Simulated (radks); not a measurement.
Ionisation of neutral helium, [He], to 1s1 as the strength of local exchange is varied. All-electron calculation, non-relativistic Kohn-Sham, Slater X-alpha exchange (alpha = 2/3 is LDA exchange), no correlation, spin-polarised, spherical densities, point nucleus. Program: a radial shooting solver on a logarithmic mesh with Libxc functionals.

| alpha | E(He) (hartree) | exchange (hartree) | IE (eV) | -e of the level emptied (eV) | <r> of it (bohr) |
|---|---|---|---|---|---|
| 0.667 | -2.72407 | -0.85329 | 22.074 | 14.073 (1s) | 0.9719 |
| 0.699 | -2.76519 | -0.90233 | 22.510 | 14.603 (1s) | 0.9620 |
| 0.768 | -2.85512 | -1.01056 | 23.466 | 15.775 (1s) | 0.9413 |
| 0.812 | -2.91337 | -1.08137 | 24.088 | 16.543 (1s) | 0.9286 |
| 0.86 | -2.97771 | -1.16020 | 24.778 | 17.400 (1s) | 0.9151 |
| 0.994 | -3.16172 | -1.38902 | 26.764 | 19.894 (1s) | 0.8798 |

NIST Atomic Spectra Database: 24.587 eV (measured). The Delta-SCF value meets it near alpha = 0.85.
